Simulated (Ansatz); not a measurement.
System: CH7AlN2O, net charge 0, singlet state. 
Coordinates optimised at B3LYP-D3(BJ)/def2-TZVP (Ansatz, a program for electronic structure):
```xyz
12

C      2.3652     0.0674    -0.1517
O      1.1197    -0.5434     0.0487
Al    -0.4942    -0.0398     0.0373
N     -1.7279    -1.2647     0.3492
N     -0.9192     1.6508    -0.2767
H      2.9651     0.0172     0.7628
H      2.9152    -0.4494    -0.9446
H      2.2785     1.1231    -0.4384
H     -2.7210    -1.1044     0.3786
H     -1.5218    -2.2344     0.5263
H     -0.2544     2.3874    -0.4484
H     -1.8563     2.0184    -0.3081
```
Charge 0, spin multiplicity 1.

Total electronic energies in hartree. Cores are frozen in the correlated levels unless marked. No spin-orbit coupling. Non-relativistic unless marked X2C. CBS(X,Y): correlation extrapolated as X^-3; Hartree-Fock from the larger set.

```json
[
 {"level": "HF/aug-cc-pV(T+d)Z", "program": "Ansatz", "energy (Eh)": "-467.86166"},
 {"level": "RI-HF/cc-pV(T+d)Z", "program": "Ansatz", "energy (Eh)": "-467.85499"},
 {"level": "revPBE-D3(BJ)/def2-TZVPD", "program": "Ansatz + dftd3", "energy (Eh)": "___"},
 {"level": "r2SCAN/def2-TZVPD", "program": "Ansatz", "energy (Eh)": "-469.55650"},
 {"level": "PBE0/def2-SVP", "program": "Ansatz", "energy (Eh)": "-468.96749"},
 {"level": "PBE0-D3(BJ)/def2-TZVP", "program": "Ansatz + dftd3", "energy (Eh)": "-469.33373"},
 {"level": "BHLYP-D3(BJ)/def2-TZVPD", "program": "Ansatz + dftd3", "energy (Eh)": "-469.59470"},
 {"level": "BHLYP/def2-TZVPD", "program": "Ansatz", "energy (Eh)": "-469.58444"},
 {"level": "r2SCAN0-D4/def2-TZVPD", "program": "Ansatz + dftd4", "energy (Eh)": "-469.52440"},
 {"level": "HSE06-D4/def2-TZVPD", "program": "Ansatz + dftd4", "energy (Eh)": "-469.31927"},
 {"level": "B2GP-PLYP-D3(BJ)/def2-TZVPD", "program": "Ansatz + dftd3", "energy (Eh)": "-469.34036"},
 {"level": "B2GP-PLYP-D4/def2-TZVPD", "program": "Ansatz + dftd4", "energy (Eh)": "-469.33834"},
 {"level": "RPA@PBE/cc-pV(T+d)Z", "program": "Ansatz", "energy (Eh)": "-469.28127"},
 {"level": "MP2/6-31G*", "program": "Ansatz", "energy (Eh)": "-468.40417"},
 {"level": "MP2/aug-cc-pV(T+d)Z", "program": "Ansatz", "energy (Eh)": "-468.80226"},
 {"level": "MP2/cc-pVTZ", "program": "Ansatz", "energy (Eh)": "-468.77151"},
 {"level": "SCS-MP2/6-31G", "program": "Ansatz", "energy (Eh)": "-468.08387"},
 {"level": "SCS-MP2/cc-pV(T+d)Z", "program": "Ansatz", "energy (Eh)": "-468.77148"},
 {"level": "CCSD/cc-pVTZ", "program": "Ansatz", "energy (Eh)": "-468.80362"},
 {"level": "CCSD(T)/cc-pV(T+d)Z", "program": "Ansatz", "energy (Eh)": "-468.84364"},
 {"level": "CCSD(T)/cc-pVTZ", "program": "Ansatz", "energy (Eh)": "-468.83845"},
 {"level": "X2C-CCSD(T)/cc-pVTZ-DK", "program": "Ansatz", "energy (Eh)": "-469.39697"},
 {"level": "CCSD(T)/CBS(aug-cc-pV(T+d)Z,aug-cc-pV(Q+d)Z)", "program": "Ansatz", "energy (Eh)": "-468.9719"}
]
```

Complete the blanks.


- revPBE-D3(BJ)/def2-TZVPD, energy (Eh): -469.59253
